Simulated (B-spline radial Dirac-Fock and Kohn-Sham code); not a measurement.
# Two-hole binding energies of Bi⁵⁺

System: the Bi⁵⁺ ion, configuration 1s2 2s2 2p6 3s2 3p6 3d10 4s2 4p6 4d10 4f14 5s2 5p6 5d10, inside a Watson sphere of charge -5 and radius 1.8 Å (a model of the Madelung potential; inside it an electron's potential energy is raised by 40.0 eV).

The run's input, task.json:

```json
{"items": [{
  "Z": 83,
  "q": 5,
  "cfg": [[1, 0, 2], [2, 0, 2], [2, 1, 6], [3, 0, 2], [3, 1, 6], [3, 2, 10], [4, 0, 2], [4, 1, 6], [4, 2, 10], [4, 3, 14], [5, 0, 2], [5, 1, 6], [5, 2, 10]],
  "A": 209,
  "rrms": 5.5211,
  "watson": [-5, 1.8],
  "do": ["binding", "quiet", "double"]
}]}
```

Command: `python xray_run.py task.json out`

These are calculated numbers from a radial finite-basis atomic code; the model is Dirac-Fock ΔSCF + Breit + QED. U is the two-hole binding energy less the two single-hole energies, the effective repulsion of the holes after relaxation. Each two-hole energy is an average over J within one jj subconfiguration.

```
          holes  E(a) (eV)  E(b) (eV)  E(ab) (eV)  U (eV)
   1s⁻¹ 3p1/2⁻¹    90548.5     3727.7     94431.2   155.0
   1s⁻¹ 3d3/2⁻¹    90548.5     2715.1     93387.1   123.5
           2s⁻²    16419.8    16419.8     33108.3   268.8
   2s⁻¹ 2p1/2⁻¹    16419.8    15737.8     32415.9   258.4
        2p3/2⁻²    13444.7    13444.7     27163.0   273.6
   2p1/2⁻¹ 3s⁻¹    15737.8     4032.7     19882.0   111.5
   2s⁻¹ 3p3/2⁻¹    16419.8     3209.0           ?       ?
2p1/2⁻¹ 3d3/2⁻¹    15737.8     2715.1     18571.0   118.1
        3p1/2⁻²     3727.7     3727.7      7545.0    89.6
3d3/2⁻¹ 3d5/2⁻¹     2715.1     2607.0      5412.0    89.9
        4d3/2⁻²      493.7      493.7      1023.3    35.9
5p1/2⁻¹ 5p3/2⁻¹      144.9      120.2       285.8    20.8
        5p3/2⁻²      120.2      120.2       261.0    20.6
        5d5/2⁻²      46.80      46.80       111.4    17.8
```

Q: Give the missing two-hole energy and U.

A: E(ab) = 19733.9 eV and U = 105.1 eV.
